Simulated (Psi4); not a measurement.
N₂O (SMILES N#[N+][O-]), singlet, at a GFN2-xTB geometry; CISD/cc-pVDZ in Psi4.

The Psi4 input:
```
memory 2 GB

molecule {
0 1
  N    -0.00000000   -0.00000000   -1.17224503
  N    -0.00000000   -0.00000000   -0.06654726
  O     0.00000000    0.00000000    1.08394325
}

set basis cc-pvdz

energy('cisd')
print_variables()
```

Predict the main parts of the log of this Psi4 run.


```
   => Loading Basis Set <=

    Name: CC-PVDZ
    Role: ORBITAL
    Keyword: BASIS

         ---------------------------------------------------------
                                   SCF
               by Justin Turney, Rob Parrish, Andy Simmonett
                          and Daniel G. A. Smith
                              RHF Reference
         ---------------------------------------------------------

  ==> Geometry <==

    Molecular point group: c2v
    Full point group: C_inf_v

    Geometry (in Angstrom), charge = 0, multiplicity = 1:

       Center              X                  Y                   Z               Mass
    ------------   -----------------  -----------------  -----------------  -----------------
         N            0.000000000000     0.000000000000    -1.172033208371    14.003074004430
         N            0.000000000000     0.000000000000    -0.066335438371    14.003074004430
         O            0.000000000000     0.000000000000     1.084155071629    15.994914619570

  Running in c2v symmetry.

  Rotational constants: A = ************  B =      0.44249  C =      0.44249 [cm^-1]
  Rotational constants: A = ************  B =  13265.44422  C =  13265.44422 [MHz]
  Nuclear repulsion =   62.343119590263754

  Charge       = 0
  Multiplicity = 1
  Electrons    = 22
  Nalpha       = 11
  Nbeta        = 11

  ==> Algorithm <==

  SCF Algorithm Type is PK.
  DIIS enabled.
  MOM disabled.
  Fractional occupation disabled.
  Guess Type is SAD.
  Energy threshold   = 1.00e-08
  Density threshold  = 1.00e-08
  Integral threshold = 1.00e-12

  ==> Primary Basis <==

  Basis Set: CC-PVDZ
    Blend: CC-PVDZ
    Number of shells: 18
    Number of basis functions: 42
    Number of Cartesian functions: 45
    Spherical Harmonics?: true
    Max angular momentum: 2

  ==> Integral Setup <==

  Using in-core PK algorithm.
   Calculation information:
      Number of atoms:                   3
      Number of AO shells:              18
      Number of primitives:             66
      Number of atomic orbitals:        45
      Number of basis functions:        42

      Integral cutoff                 1.00e-12
      Number of threads:                 1

  Performing in-core PK
  Using 816312 doubles for integral storage.
  We computed 14703 shell quartets total.
  Whereas there are 14706 unique shell quartets.

  ==> DiskJK: Disk-Based J/K Matrices <==

    J tasked:                  Yes
    K tasked:                  Yes
    wK tasked:                  No
    Schwarz Cutoff:          1E-12

  Minimum eigenvalue in the overlap matrix is 2.5418439612E-03.
  Reciprocal condition number of the overlap matrix is 7.2763531543E-04.
    Using symmetric orthogonalization.

  ==> Pre-Iterations <==

  SCF Guess: Superposition of Atomic Densities via on-the-fly atomic UHF (no occupation information).

   -------------------------
    Irrep   Nso     Nmo
   -------------------------
     A1        21      21
     A2         3       3
     B1         9       9
     B2         9       9
   -------------------------
    Total      42      42
   -------------------------

  ==> Iterations <==

                        Total Energy        Delta E     RMS |[F,P]|

   @RHF iter SAD:  -183.25385777794091   -1.83254e+02   0.00000e+00
   @RHF iter   1:  -183.62069752840929   -3.66840e-01   1.87150e-02 DIIS/ADIIS
   @RHF iter   2:  -183.65478620013747   -3.40887e-02   1.42111e-02 DIIS/ADIIS
   @RHF iter   3:  -183.69775430167181   -4.29681e-02   1.80077e-03 DIIS/ADIIS
   @RHF iter   4:  -183.69861474748402   -8.60446e-04   1.10042e-03 DIIS/ADIIS
   @RHF iter   5:  -183.69893073267662   -3.15985e-04   2.07105e-04 DIIS/ADIIS
   @RHF iter   6:  -183.69896408852640   -3.33558e-05   5.10880e-05 DIIS
   @RHF iter   7:  -183.69896554737505   -1.45885e-06   1.26363e-05 DIIS
   @RHF iter   8:  -183.69896560403953   -5.66645e-08   2.75515e-06 DIIS
   @RHF iter   9:  -183.69896560677461   -2.73508e-09   4.22870e-07 DIIS
   @RHF iter  10:  -183.69896560685382   -7.92113e-11   1.00211e-07 DIIS
   @RHF iter  11:  -183.69896560685802   -4.20641e-12   9.53876e-09 DIIS
  Energy and wave function converged.

  ==> Post-Iterations <==

    Orbital Energies [Eh]
    ---------------------

    Doubly Occupied:

[...]
    Virtual:

[...]
      21A1     4.124990

    Final Occupation by Irrep:
             A1    A2    B1    B2
    DOCC [     7,    0,    2,    2 ]
    NA   [     7,    0,    2,    2 ]
    NB   [     7,    0,    2,    2 ]

  @RHF Final Energy:  -183.69896560685802

   => Energetics <=

    Nuclear Repulsion Energy =             62.3431195902637540
    One-Electron Energy =                -373.4549156975830329
    Two-Electron Energy =                 127.4128305004612400
    Total Energy =                       -183.6989656068580246

Computation Completed

Properties will be evaluated at   0.000000,   0.000000,   0.000000 [a0]

Properties computed using the SCF density matrix

 Multipole Moments:

 ------------------------------------------------------------------------------------
     Multipole            Electronic (a.u.)      Nuclear  (a.u.)        Total (a.u.)
 ------------------------------------------------------------------------------------

 L = 1.  Multiply by 2.5417464519 to convert [e a0] to [Debye]
 Dipole X            :          0.0000000            0.0000000            0.0000000
 Dipole Y            :          0.0000000            0.0000000            0.0000000
 Dipole Z            :         -0.1868552            0.0088062           -0.1780490
 Magnitude           :                                                    0.1780490

 ------------------------------------------------------------------------------------

 MINTS: Wrapper to libmints.
   by Justin Turney

   Calculation information:
      Number of threads:                 1
      Number of atoms:                   3
      Number of AO shells:              18
      Number of SO shells:              18
      Number of primitives:             66
      Number of atomic orbitals:        45
      Number of basis functions:        42

      Number of irreps:                  4
      Integral cutoff                 1.00e-12
      Number of functions per irrep: [  21    3    9    9 ]

 OEINTS: Overlap, kinetic, potential, dipole, and quadrupole integrals
         stored in file 35.

      Computed 97832 non-zero two-electron integrals.
        Stored in file 33.

        ==> Transform all two-electron integrals <==

	Presorting SO-basis two-electron integrals.
	Sorting File: SO Ints (nn|nn) nbuckets = 1
	Constructing frozen core operators
	Starting first half-transformation.
	Sorting half-transformed integrals.
	First half integral transformation complete.
	Starting second half-transformation.
	Two-electron integral transformation complete.

        **********************************************************
        *                                                        *
        *                   CCSD Integral Sort                   *
        *                                                        *
        **********************************************************

        CC integral sort will use                     11.26 mb

        Number of (ab|cd) temporary files:                2
        Number of (ab|ci) temporary files:                3
        Starting temporary file number:                 270

        *******************************************************
        *                                                     *
        *                        CISD                         *
        *      Singles Doubles Configuration Interaction      *
        *                                                     *
        *                   Eugene DePrince                   *
        *                                                     *
        *******************************************************

  ==> Input parameters <==

        Freeze core orbitals?                  no
        Use frozen natural orbitals?           no
        r_convergence:                  1.000e-07
        e_convergence:                  1.000e-06
        Number of DIIS vectors:                 8
        Number of frozen core orbitals:         0
        Number of active occupied orbitals:    11
        Number of active virtual orbitals:     31
        Number of frozen virtual orbitals:      0

  ==> Memory <==

        minimum memory requirements for QCISD =         2.69 mb
        (T) algorithm:                                  2.14 mb (low-memory)
        memory requirements for QCISD(T) =              2.14 mb

  ==> Define tiling <==

        v(ab,cd) diagrams will be evaluated in   1 blocks.
        v(ab,ci) diagrams will be evaluated in   1 blocks over ov2.
        v(ab,ci) diagrams will be evaluated in   1 blocks over ov.

  Allocate cpu memory (     5.19 mb).....done.
  Initialize cpu memory..................done.

  Begin CISD iterations

   Iter  DIIS          Energy       d(Energy)          |d(T)|     time
      0   0 1   -0.5226548072   -0.5226548072    0.3483033294        0
      1   1 1   -0.4270778703    0.0955769370    0.0980684653        0
      2   2 1   -0.4567969660   -0.0297190957    0.0328352116        0
      3   3 1   -0.4593178664   -0.0025209004    0.0059110435        0
      4   4 1   -0.4594461576   -0.0001282912    0.0024884684        0
      5   5 1   -0.4594810603   -0.0000349028    0.0007186755        0
      6   6 1   -0.4594828955   -0.0000018352    0.0001750983        0
      7   7 1   -0.4594830447   -0.0000001492    0.0000451858        0
      8   8 1   -0.4594830540   -0.0000000093    0.0000103231        0
      9   8 2   -0.4594830545   -0.0000000005    0.0000025933        0
     10   8 3   -0.4594830546   -0.0000000000    0.0000007474        0
     11   8 4   -0.4594830546   -0.0000000000    0.0000002068        0
     12   8 5   -0.4594830546   -0.0000000000    0.0000000350        0

  CISD iterations converged!

  CISD variational energy:      -0.459483054567
  CISD transition energy:       -0.459483052556

        OS SCS-MP2 correlation energy:          -0.449358635533
        SS SCS-MP2 correlation energy:          -0.049396425876
        SCS-MP2 correlation energy:             -0.498755061409
      * SCS-MP2 total energy:                 -184.197720668267

        OS MP2 correlation energy:              -0.374465529611
        SS MP2 correlation energy:              -0.148189277627
        MP2 correlation energy:                 -0.522654807238
      * MP2 total energy:                     -184.221620414096

        OS CISD correlation energy:             -0.347039715059
        SS CISD correlation energy:             -0.112443337497
        CISD correlation energy:                -0.459483054567
      * CISD total energy:                    -184.158448661425

  Total time for CISD iterations:       0.16 s (user)
                                        0.07 s (system)
                                           0 s (total)

  Time per iteration:                   0.01 s (user)
                                        0.01 s (system)
                                        0.00 s (total)

  Variable Map:
  ----------------------------------------------------------------------------
[...]
  Array Variable Map:
  ----------------------------------------------------------------------------
[...]
[...]
```
